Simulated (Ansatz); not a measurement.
Cost and result up the ladder for BiMe3 (C3H9Bi) (13 atoms). Total charge 0; singlet. Geometry: PBE0-D4/def2-SVP.

Cartesian coordinates in Å:
```
Bi -0.0066 -0.2770 1.2576
C 1.9009 0.0988 0.0787
H 2.4638 0.9225 0.5400
H 1.6432 0.3619 -0.9566
H 2.5199 -0.8096 0.0856
C -1.0499 1.5408 0.3768
H -0.9038 1.5527 -0.7124
H -0.6286 2.4560 0.8161
H -2.1242 1.4924 0.6045
C -0.8507 -1.6664 -0.3314
H -1.9298 -1.7965 -0.1668
H -0.3550 -2.6452 -0.2667
H -0.6791 -1.2303 -1.3254
```

Ansatz on 4 threads of Arm Neoverse V2 on a shared host. Times are rough, and most runs start from the orbitals of an earlier one. ωB97M-V/def2-TZVP serves as the yardstick here, not as an exact answer. Differences are given only for rows in sets of like size (and for xTB, whose basis is part of the method), since another set adds its own error. Binding counts from free atoms at the same level (Bi quartet, C triplet, H doublet; other spins of the atoms weren't run), without zero-point energy or a counterpoise term.

In the def2 sets Bi takes a core potential; there is no spin–orbit coupling. LC-ωPBE has ω = 0.4 bohr⁻¹. B3LYP takes the VWN-RPA correlation. Correlated methods freeze 7 core orbitals; core or outer-core shells of Bi are correlated, in sets that lack core-valence functions.

Correlated methods converge slowly with the basis.

```tsv
level	functions	wall time	binding energy per atom (eV)	difference from ωB97M-V/def2-TZVP (eV)
PBE-D4/def2-SVP	113	0.9 s	3.64	–
HF/def2-TZVP	197	1 s	2.61	-0.97
PBE0-D4/def2-SVP	113	1.1 s	3.59	–
PBE-D4/def2-TZVP	197	1.5 s	3.65	0.07
LC-ωPBE/def2-TZVP	197	1.9 s	3.54	-0.04
B3LYP-D4/def2-TZVP	197	2 s	3.61	0.02
BHLYP-D4/def2-TZVP	197	2.1 s	3.51	-0.07
CAM-B3LYP-D4/def2-TZVP	197	2.3 s	3.60	0.02
PBE0-D4/def2-TZVP (with forces)	197	3 s	3.59	0.01
r2SCAN-D4/def2-TZVP	197	3.2 s	3.58	0.00
ωB97X-V/def2-TZVP	197	6 s	3.59	0.01
ωB97M-V/def2-TZVP	197	6.5 s	3.58	0.00
CCSD(T)/def2-TZVP	197	79 s	3.46	-0.12
```
